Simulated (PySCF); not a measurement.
Cartesian coordinates in Å; atom numbers follow the order of the lines, from 1:
```xyz
11

B     2.3163   -0.4838   -0.3637
S     0.7244   -1.0846    0.0728
C    -0.3530    0.3972    0.1268
C    -1.7614    0.0149    0.5327
H     3.1874   -1.3115   -0.4556
H     2.5064    0.6919   -0.5577
H     0.0896    1.1105    0.8368
H    -0.3365    0.8613   -0.8700
H    -1.7803   -0.4480    1.5309
H    -2.4060    0.9067    0.5616
H    -2.2043   -0.6993   -0.1781
```

Geometry: PBE0-D3(BJ)/def2-SVP; GIAO shifts from PySCF, gas phase, non-relativistic, averaged over equivalent atoms.

At PBE0/cc-pVDZ (95 basis functions, 5.8 s wall time on 1 thread of an Arm Neoverse V2, shared host):
| atoms | δ (ppm) |
| --- | --- |
| B1 | 64.4 |
| S2 | 153.5 |
| C3 | 35.4 |
| C4 | 16.4 |
| H5/H6 | 7.11 |
| H7/H8 | 2.93 |
| H9/H10/H11 | 1.24 |

References, each an isolated molecule treated in the same way: ¹¹B (σref 113.82) vs BF3·OEt2; ³³S (σref 548.96) against CS2; ¹³C (σref 196.75), ¹H (σref 31.29) vs TMS.

Problem. What do these become at PBE0/IGLO-III?

Solution. 
```tsv
atoms	δ at PBE0/IGLO-III	change
B1	68.7	+4.3
S2	192.0	+38.5
C3	35.4	+0.0
C4	16.2	-0.2
H5/H6	7.04	-0.07
H7/H8	3.10	+0.17
H9/H10/H11	1.27	+0.03
```

Scale: BF3·OEt2 for ¹¹B (99.94 ppm); ³³S (518.71 ppm) against CS2; ¹³C (183.78 ppm) and ¹H (31.37 ppm) against TMS (reference shieldings calculated alike).

The largest change is at S2 (sulfur bonded to C, B). Cost: 219 basis functions, 16 s wall time on 1 thread of an Arm Neoverse V2, shared host.
